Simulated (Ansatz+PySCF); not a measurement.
Values are calculated unless marked as measured or tabulated.
## Ansatz (development build ahead of 0.2.0) run

```yaml
crystal:
  periodic: [false, false, false]
  atoms:
    - { symbol: Co, position_ang: [0.0, 0.0, 0.0] }
    - { symbol: O, position_ang: [0.0, 0.0, 1.69416] }
basis:
  gaussian: { orbitals: def2-SVP }
magnetization:
  initial_magnetization: 3
hamiltonian:
  xc: pbe0
```

The input is written out in the form of the current development build from the run's settings.

Results

| Property | Result |
| --- | --- |
| Converged | yes |
| Total energy | -1457.33277 hartree |
| Spin squared of the determinant | 3.750 |
| Stability test | minimum among restricted orbitals |
| Occupied orbitals by symmetry in an Abelian subgroup (alpha; beta) | 10 A1 1 A2 4 B1 4 B2; 9 A1 1 A2 3 B1 3 B2 |

Caution: another spin multiplicity may lie lower.
